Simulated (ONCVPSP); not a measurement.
# Cutoff test, Ni (Z = 28), ONCV

| Property | Result |
| --- | --- |
| Element | Ni (Z = 28) |
| Generator | ONCVPSP 4.0.1 |
| Type | optimised norm-conserving Vanderbilt (ONCV) |
| Functional | LDA (Perdew-Wang 92) |
| Relativity | fully relativistic |
| Frozen core | [Ne] |
| Valence charge | 18 |
| Reference configuration | 3s2 3p6 3d8 4s2 |
| Partial waves | 3s+4s: rc 1.20 bohr, ncon 3, nbas 6, qcut 7.5 1/bohr, 2 projectors; 3p: rc 0.95 bohr, ncon 4, nbas 8, qcut 11.2 1/bohr, 1 projector; 3d: rc 0.80 bohr, ncon 5, nbas 10, qcut 13.6 1/bohr, 2 projectors, debl 2 Ha |
| Local potential | polynomial inside 0.60 bohr (lpopt 5, dvloc0 0 Ha) |
| Core correction | none |

Open shells are filled in proportion to 2j + 1.

For each optimised wave give the share of its norm inside rc, the residual kinetic energy above qcut (Ha) and the cutoffs (Ha) for errors of 10, 1, 0.1 and 0.01 mHa per electron.

```
               wave  norm inside rc  residual KE  10 mHa  1 mHa  0.1 mHa  0.01 mHa
                 3s           0.935      1.2e-04    11.0   14.7     30.8      99.8
                 4s           0.036      9.9e-05     8.4   12.3     28.1      78.6
           3p j=3/2           0.745      1.3e-05    31.8   39.8     46.3      87.5
           3p j=1/2           0.755      8.8e-06    32.9   41.3     47.9      58.0
           3d j=5/2           0.447      9.0e-03    91.0  446.1    582.2     635.9
d projector 2 j=5/2           0.108      3.9e-03    84.0  111.4    348.2     704.8
           3d j=3/2           0.451      9.2e-03    91.4  455.9    583.0     636.4
d projector 2 j=3/2           0.108      4.0e-03    84.2  111.9    349.7     705.2
```

The occupied waves need 456 Ha and 583 Ha for 1 and 0.1 mHa.
